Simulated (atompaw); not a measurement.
# LDA (PW92) PAW (atompaw) dataset for gadolinium (Gd), scalar-relativistic all-electron reference.

```
Element                 : Gd (Z = 64)
Generator               : atompaw 4.2.0.5
Type                    : PAW
Functional              : LDA (PW92)
Relativity              : scalar-relativistic
Frozen core             : [Kr] 4d10
Valence charge          : 18
Reference configuration : 4f6 5s2 5p6 5d2 6s2 6p0
Partial waves           : 5s (bound): rc 2.00 bohr; 6s (bound): rc 1.95 bohr; 5p (bound): rc 2.10 bohr; 6p (bound, empty): rc 2.70 bohr; 5d (bound): rc 2.70 bohr; 5d channel at 0.9 Ry: rc 2.70 bohr; 4f (bound): rc 1.35 bohr; 4f channel at -0.3 Ry: rc 1.35 bohr
Local potential         : ultrasoft scheme with l = 4 at -0.5 Ry, radius 2.45 bohr
Core correction         : smooth core density matched at 1.65 bohr
Augmentation charge     : sinc compensation charge, radius 2.40 bohr; PAW radius 2.70 bohr; waves and projectors: custom polynom vanderbiltortho
```

- Cutoffs needed: 110 Ry and 180 Ry (the cutoffs (Ry, on a coarse ladder) from which the occupation-weighted sum of valence levels, in a spherical-Bessel basis at the reference potential, stays within 10 and 1 mRy of its value at 400 Ry)
- Ghost test: no extra level below or beside the all-electron valence levels (s, p, d, f tested) (spherical-Bessel basis up to 400 Ry, 20 bohr box)
- Lowest eigenvalue of the overlap operator: 0.20 (s channel)
- Overlap eigenvalues printed by atompaw (projector basis): 0.163, 0.223, 0.824, 3.24, 84, 100, 342, 2.05e+04
- Share of each valence orbital outside the PAW sphere: 5s 1 %, 6s 80 %, 5p 3 %, 6p 94 %, 5d 36 %, 4f 0 %
